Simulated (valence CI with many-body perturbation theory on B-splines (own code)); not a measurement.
## In36+: what the settings do

Calculated by valence CI with perturbative core correlation (CI+MBPT): three valence electrons over a frozen Dirac-Fock core [Ne], radial functions for each j: 6 s, 6 p, 5 d, 3 f, 1 g, with the one-electron correlation potential Σ1, the two-electron term Σ2, the three-electron term Σ3, Breit, model QED; selected CI, second order for the rest, scaled by the run's own slope (own B-spline code, finite nucleus).

The last digits are not significant, and no measured levels were compared; by estimate large intervals hold to a few tenths of a per cent, small ones and those within an open d or f shell to about a per cent.

The reference run has the lowest level (3s^2 3p1/2) J=1/2 and an ionisation energy of 2396.54 eV. Its largest variational space holds 2843 state functions.

Levels are named by their leading jj configuration (3d3/2^4 stands for four electrons in 3d with j = 3/2), which in mixed levels can hold well under half, so a name can repeat and another be missing. Letters in brackets count levels of one name in rising energy.

Changed runs:
A. size limit of the variational space 10000 → 3000; QED terms on → off
B. three-electron term on → off
C. screening of Σ1 on → off; scale of Σ1 1 → 1.1
D. logarithmic knot step 0.27 → 1.1 (bad on purpose)

Excitation energies of the reference run in cm⁻¹, and shifts in cm⁻¹:

| Level | Reference | A | B | C | D |
| --- | --- | --- | --- | --- | --- |
| (3s^2 3p3/2) J=3/2 | 422414 | -733 | -7.9 | +55 | +91 |
| (3s 3p1/2^2) J=1/2 | 698945 | +8011 | -118 | -192 | -104 |
| (3s 3p1/2 3p3/2) J=3/2 [a] | 1007680 | +7252 | -195 | -141 | -19 |
| (3s 3p1/2 3p3/2) J=5/2 | 1083930 | +7067 | -159 | -136 | -17 |
| (3s 3p1/2 3p3/2) J=3/2 [b] | 1194950 | +6402 | -122 | -129 | -19 |
| (3s 3p1/2 3p3/2) J=1/2 | 1263470 | +7457 | +13 | -144 | -29 |
| (3s 3p3/2^2) J=5/2 | 1447650 | +4752 | -168 | -65 | +47 |
| (3s^2 3d3/2) J=3/2 | 1522090 | +1610 | +237 | -83 | -14 |
| (3s^2 3d5/2) J=5/2 | 1653860 | +1973 | +318 | -37 | -1.0 |
| (3s 3p3/2^2) J=1/2 | 1689190 | +6589 | +55 | -85 | +63 |
| (3s 3p3/2^2) J=3/2 | 1728790 | +6286 | +76 | -85 | +59 |
| (3p1/2^2 3p3/2) J=3/2 | 1922170 | +14002 | -275 | -317 | -136 |
| Ionisation energy (eV) | 2396.54 | -0.06 | +0.06 | +0.11 | -0.0056 |
